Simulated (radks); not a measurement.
Results of a calculation; reference values are marked as such.
Spherical quantum dot in the effective-mass picture: electrons in a hard-walled sphere of radius 1.4, with a point charge +1 (a donor) at the centre, all in effective atomic units (hartree* = m*/eps^2 hartree, bohr* = eps/m* bohr), one dielectric constant everywhere. Level of theory: non-relativistic Kohn-Sham, LDA (Slater exchange, Perdew-Wang correlation), spin-polarised, spherical densities (a radial shooting solver with Libxc functionals). Levels are named by radial order and angular momentum (1s, 1p, 1d, 2s, ...), and open shells are averaged over m. Each electron was tried in the lowest free levels, single moves between levels near the top were tried too, and the lowest total energy was kept; such a search can miss a lower state. At N = 1 the Hartree and exchange-correlation terms need not cancel, so that row can carry a self-interaction error.

N,open shells,2S,E (hartree*),mu = E(N) - E(N-1) (hartree*),addition energy mu(N+1) - mu(N) (hartree*),e(HOMO) (hartree*),rms radius (bohr*)
1,"1s(up 1, down 0)",1,0.716119,0.71612,1.312,1.2128,0.6892
2,none,0,2.74442,2.0283,3.893,2.5275,0.7082
3,"1p(up 1, down 0)",1,8.66619,5.9218,0.9318,6.3800,0.7669
4,"1p(up 2, down 0)",2,15.5198,6.8536,0.9614,7.3315,0.7970
5,"1p(up 3, down 0)",3,23.3348,7.8150,1.260,8.3003,0.8164
6,"1p(up 3, down 1)",2,32.4098,9.0750,0.9185,9.5281,0.8310
7,"1p(up 3, down 2)",1,42.4034,9.9935,0.9434,10.463,0.8424
8,none,0,53.3403,10.937,4.053,11.413,0.8518
9,"1d(up 1, down 0)",1,68.3306,14.990,0.8980,15.438,0.8663
10,"1d(up 2, down 0)",2,84.2188,15.888,0.9045,16.340,0.8781
11,"1d(up 3, down 0)",3,101.012,16.793,0.9086,17.247,0.8880
12,"1d(up 4, down 0)",4,118.713,17.701,0.9112,18.157,0.8965
13,"1d(up 5, down 0)",5,137.325,18.613,1.180,19.069,0.9039
14,"1d(up 5, down 1)",4,157.118,19.792,0.8875,20.235,0.9106
15,"1d(up 5, down 2)",3,177.798,20.680,0.8937,21.126,0.9165
16,"1d(up 5, down 3)",2,199.372,21.574,0.8977,22.022,0.9219
17,"1d(up 5, down 4)",1,221.843,22.471,0.9003,22.921,0.9267
18,none,0,245.215,23.372,2.773,23.823,0.9312
19,"2s(up 1, down 0)",1,271.360,26.145,1.366,26.725,0.9277
20,none,0,298.871,27.511,2.259,28.097,0.9240
21,"1f(up 1, down 0)",1,328.640,29.769,0.8724,30.205,0.9299
22,"1f(up 2, down 0)",2,359.282,30.642,0.8740,31.078,0.9353
23,"1f(up 3, down 0)",3,390.798,31.516,0.8752,31.953,0.9402
24,"1f(up 4, down 0)",4,423.188,32.391,0.8760,32.829,0.9449
25,"1f(up 5, down 0)",5,456.455,33.267,0.8767,33.705,0.9492
26,"1f(up 6, down 0)",6,490.599,34.144,0.8771,34.582,0.9532
27,"1f(up 7, down 0)",7,525.619,35.021,1.120,35.459,0.9570
28,"1f(up 7, down 1)",6,561.760,36.141,0.8651,36.573,0.9605
29,"1f(up 7, down 2)",5,598.766,37.006,0.8668,37.439,0.9639
30,"1f(up 7, down 3)",4,636.638,37.872,-,38.306,0.9671

All shells are closed at N = 2, 8, 18, 20 (there: 1s2 1p6 1d10 2s2); the second difference of the energy has clear peaks (12 % above both neighbours; the first and last values, which can be the largest, are not judged, and half-filled shells can peak too) at N = 2, 5, 8, 13, 18, 20, 27.
